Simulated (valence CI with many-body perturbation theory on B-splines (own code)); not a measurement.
# Questions on Re LXIII

Method: relativistic CI+MBPT: three valence electrons over a frozen Dirac-Fock core [Ne], radial functions for each j: 11 s, 11 p, 9 d, 7 f, 5 g, 2 h, 1 i, with the one-electron correlation potential Σ1, the two-electron term Σ2, the three-electron term Σ3, Breit, model QED; selected CI, second order for the rest (own B-spline code, finite nucleus).

No measured spectrum was set against this ion. As an estimate, large intervals hold to a few tenths of a per cent, small ones and those within an open d or f shell to about a per cent.

Levels are named by their leading jj configuration (3d3/2^4 stands for four electrons in 3d with j = 3/2), which in mixed levels can hold well under half, so a name can repeat and another be missing.

Rates and lifetimes use the calculated energies. Strong lines usually hold to 10 to 20 %, long lifetimes can be off by a factor of two.

Problem. What is the ground level?

Solution. (3s^2 3p1/2) J=1/2, composition 100 % 3s2 3p 2P°, g = 0.646.

Problem. Among levels below 12314 × 10³ cm⁻¹, which E1 lines absorb most strongly from the ground level?

Solution. to (3s^2 3d3/2) J=3/2 at 1.982 nm, f = 0.482; to (3s 3p1/2 3p3/2) J=1/2 at 2.145 nm, f = 0.213; to (3s 3p1/2 3p3/2) J=3/2 at 2.184 nm, f = 0.121.

Problem. How well does LS coupling describe the low levels?

Solution. Among the lowest 20 levels the leading LS term, summed over configurations, holds 61 % on average. For single configurations the figures are 59 % in LS and 92 % in jj coupling. Terms mix most in the J = 3/2 level at 6410.0 × 10³ cm⁻¹, where the leading one holds 32 %.

Problem. What is the ionisation energy?

Solution. 6953.5 eV; NIST lists 6952 ± 15 eV (theoretical).

Problem. Where does the other parity begin?

Solution. At (3s 3p1/2^2) J=1/2, 1380.9 × 10³ cm⁻¹.
